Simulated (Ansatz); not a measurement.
One change: `[SiH3]C/C=C/Cl` becomes `[SiH3]/C=C/Cl`.

Ansatz, PBE0-D4/def2-TZVP geometries, multiplicity 1. Each molecule was computed in one conformer, which needn't be the lowest.

```
                                      property  `[SiH3]C/C=C/Cl`
size of the dipole moment (PBE/def2-TZVPP) / D              1.63
           HOMO–LUMO gap (PBE/def2-TZVPP) / eV              4.69
          HOMO–LUMO gap (PBE0/def2-TZVPP) / eV              6.76
            HOMO energy (PBE0/def2-TZVPP) / eV             -6.99
             HOMO energy (PBE/def2-TZVPP) / eV             -5.87
           LUMO energy (B3LYP/def2-TZVPP) / eV             -0.44
```

What does the change do to each property? (Best estimate.)

Ansatz gave: 
| property | `[SiH3]/C=C/Cl` | shift |
| --- | --- | --- |
| size of the dipole moment (PBE/def2-TZVPP) / D | 0.62 | -1.01 |
| HOMO–LUMO gap (PBE/def2-TZVPP) / eV | 4.80 | 0.11 |
| HOMO–LUMO gap (PBE0/def2-TZVPP) / eV | 6.91 | 0.15 |
| HOMO energy (PBE0/def2-TZVPP) / eV | -7.68 | -0.69 |
| HOMO energy (PBE/def2-TZVPP) / eV | -6.53 | -0.66 |
| LUMO energy (B3LYP/def2-TZVPP) / eV | -0.97 | -0.53 |

With PBE0 the HOMO falls by 0.69 eV and the LUMO falls by 0.54 eV, so the gap widens by about 0.15 eV. PBE moves the HOMO by -0.66 eV and ωB97M-V by -0.70 eV. Dipoles are sizes alone; their direction can turn.

B3LYP here is the variant with VWN-RPA as its local correlation; programs differ in this.
